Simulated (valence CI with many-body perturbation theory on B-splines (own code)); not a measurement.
Energy levels of Ni¹³⁺

Method: relativistic CI+MBPT: five valence electrons over a frozen Dirac-Fock core [Ne], radial functions for each j: 11 s, 11 p, 10 d, 8 f, 5 g, 2 h, with the one-electron correlation potential Σ1, the two-electron term Σ2, the three-electron term Σ3, Breit, model QED; selected CI, second order for the rest, scaled by the run's own slope (own B-spline code, finite nucleus).

No measured levels were compared; by estimate levels of excited configurations hold to 0.05 to 0.15 % of their energy, terms of the ground configuration to about 0.5 %. Among the levels kept, up to 3200 cm⁻¹ of a level comes from second order outside the variational space, and about a tenth of that is noise between levels of different J, which matters for small intervals.

Levels 1 to 45 of 172, with energies above the lowest level, 3s2 3p3 4S°_3/2. "Leading %" is the weight of the configuration and term that name the level; weights of strongly mixed levels are sums over their largest components and can fall short. In the jj column 3d3/2^4 stands for four electrons in 3d with j = 3/2. Lifetimes count E1, E2, E3, M1 and M2 decay at the calculated energies, and are blank where another channel may lead or the interval is too uncertain; long ones can be off by a factor of two.

```tsv
No.	Configuration	Term	J	E (cm⁻¹)	Leading %	Lifetime	Leading jj	g
1	3s2 3p3	4S°	3/2	0	92		3s^2 3p1/2 3p3/2^2 (44 %)	1.964
2	3s2 3p3	2D°	3/2	46019	81	5.46 ms	3s^2 3p1/2 3p3/2^2 (51 %)	0.903
3	3s2 3p3	2D°	5/2	53825	97	70.5 ms	3s^2 3p1/2 3p3/2^2 (97 %)	1.199
4	3s2 3p3	2P°	1/2	85480	96	1.50 ms	3s^2 3p1/2 3p3/2^2 (96 %)	0.664
5	3s2 3p3	2P°	3/2	96997	78	627 μs	3s^2 3p3/2^3 (82 %)	1.266
6	3s 3p4	4P	5/2	316340	87	478 ps	3s 3p1/2^2 3p3/2^2 (70 %)	1.591
7	3s 3p4	4P	3/2	330830	88	430 ps	3s 3p1/2 3p3/2^3 (73 %)	1.726
8	3s 3p4	4P	1/2	336740	86	400 ps	3s 3p1/2 3p3/2^3 (30 %)	2.654
9	3s 3p4	2D	3/2	392110	74	207 ps	3s 3p1/2 3p3/2^3 (44 %)	0.822
10	3s 3p4	2D	5/2	395750	76	238 ps	3s 3p1/2 3p3/2^3 (63 %)	1.208
11	3s2 3p2 3d	2P	3/2	447940	49	87.6 ps	3s 3p1/2 3p3/2^3 (32 %)	1.315
12	3s 3p4	2S	1/2	453170	32	75.0 ps	3s 3p1/2^2 3p3/2^2 (38 %)	1.206
13	3s 3p4	2S	1/2	476330	48	98.5 ps	3s 3p3/2^4 (43 %)	1.455
14	3s2 3p2 3d	4F	3/2	485370	91	2.18 ns	3s^2 3p1/2^2 3d3/2 (48 %)	0.441
15	3s2 3p2 3d	4F	5/2	491200	88	3.87 ns	3s^2 3p1/2 3p3/2 3d3/2 (54 %)	1.058
16	3s2 3p2 3d	4F	7/2	499820	90	21.7 ns	3s^2 3p1/2 3p3/2 3d5/2 (67 %)	1.246
17	3s2 3p2 3d	2F	5/2	504980	77	4.66 ns	3s^2 3p1/2 3p3/2 3d3/2 (66 %)	0.957
18	3s2 3p2 3d	4F	9/2	509910	93		3s^2 3p1/2 3p3/2 3d5/2 (52 %)	1.324
19	3s2 3p2 3d	2F	7/2	511550	52	18.2 ns	3s^2 3p1/2 3p3/2 3d5/2 (57 %)	1.265
20	3s2 3p2 3d	4D	1/2	511930	94	681 ps	3s^2 3p1/2 3p3/2 3d3/2 (74 %)	0.022
21	3s2 3p2 3d	4D	3/2	513310	90	685 ps	3s^2 3p1/2 3p3/2 3d3/2 (43 %)	1.167
22	3s2 3p2 3d	4D	5/2	519910	69	1.00 ns	3s^2 3p1/2 3p3/2 3d5/2 (49 %)	1.244
23	3s2 3p2 3d	4D	7/2	534090	49	163 ns	3s^2 3p3/2^2 3d5/2 (87 %)	1.287
24	3s2 3p2 3d	2G	7/2	566300	93	1.76 ns	3s^2 3p1/2 3p3/2 3d3/2 (44 %)	0.899
25	3s2 3p2 3d	2G	9/2	571500	93		3s^2 3p3/2^2 3d5/2 (52 %)	1.119
26	3s2 3p2 3d	2P	3/2	572370	47	12.6 ps	3s^2 3p1/2 3p3/2 3d5/2 (36 %)	1.302
27	3s2 3p2 3d	4P	5/2	583810	82	10.2 ps	3s^2 3p1/2 3p3/2 3d5/2 (47 %)	1.574
28	3s2 3p2 3d	2P	1/2	589550	40	11.9 ps	3s^2 3p1/2 3p3/2 3d3/2 (37 %)	1.244
29	3s2 3p2 3d	4P	3/2	589630	76	10.3 ps	3s^2 3p1/2 3p3/2 3d3/2 (36 %)	1.636
30	3s2 3p2 3d	4P	1/2	595110	61	9.86 ps	3s^2 3p3/2^2 3d3/2 (53 %)	2.063
31	3s2 3p2 3d	2D	3/2	601110	78	42.7 ps	3s^2 3p3/2^2 3d3/2 (37 %)	0.909
32	3s2 3p2 3d	2D	5/2	616210	82	19.9 ps	3s^2 3p3/2^2 3d5/2 (44 %)	1.214
33	3s2 3p2 3d	2D	3/2	632890	78	11.5 ps	3s^2 3p1/2 3p3/2 3d3/2 (36 %)	0.824
34	3s2 3p2 3d	2D	5/2	635060	87	22.6 ps	3s^2 3p3/2^2 3d5/2 (46 %)	1.198
35	3s2 3p2 3d	2P	1/2	649010	79	12.8 ps	3s^2 3p1/2 3p3/2 3d5/2 (70 %)	0.829
36	3s2 3p2 3d	2F	5/2	655560	77	8.32 ps	3s^2 3p1/2 3p3/2 3d3/2 (40 %)	0.928
37	3s2 3p2 3d	2P	3/2	661370	85	12.3 ps	3s^2 3p3/2^2 3d5/2 (53 %)	1.312
38	3s2 3p2 3d	2F	7/2	663300	95	8.35 ps	3s^2 3p1/2 3p3/2 3d5/2 (54 %)	1.141
39	3s2 3p2 3d	2S	1/2	663830	67	12.3 ps	3s^2 3p1/2 3p3/2 3d3/2 (25 %)	1.859
40	3s2 3p2 3d	2D	5/2	691360	75	9.29 ps	3s^2 3p3/2^2 3d5/2 (61 %)	1.138
41	3s2 3p2 3d	2D	3/2	692640	94	9.60 ps	3s^2 3p3/2^2 3d3/2 (48 %)	0.805
42	3s 3p3 3d	6D°	1/2	721580	98	12.0 ns	3s 3p1/2 3p3/2^2 3d3/2 (52 %)	3.325
43	3s 3p3 3d	6D°	3/2	722000	98	12.0 ns	3s 3p1/2 3p3/2^2 3d3/2 (46 %)	1.862
44	3s 3p3 3d	6D°	5/2	722650	98	16.7 ns	3s 3p1/2 3p3/2^2 3d3/2 (36 %)	1.652
45	3s 3p3 3d	6D°	7/2	723560	97	32.2 ns	3s 3p1/2 3p3/2^2 3d5/2 (29 %)	1.583
```

Names give the largest LS component (configuration and term), which can be under half, so a name can repeat, a term be missing and a line seem to break the LS rules; names also repeat where a configuration has a term twice.

The ionisation energy to 3s2 3p2 3P_0 of the next ion comes out as 424.89 eV (NIST: 429.3 ± 0.8 eV (semi-empirical), further off than twice its uncertainty). All 172 levels together are meant to be complete up to 1225600 cm⁻¹.
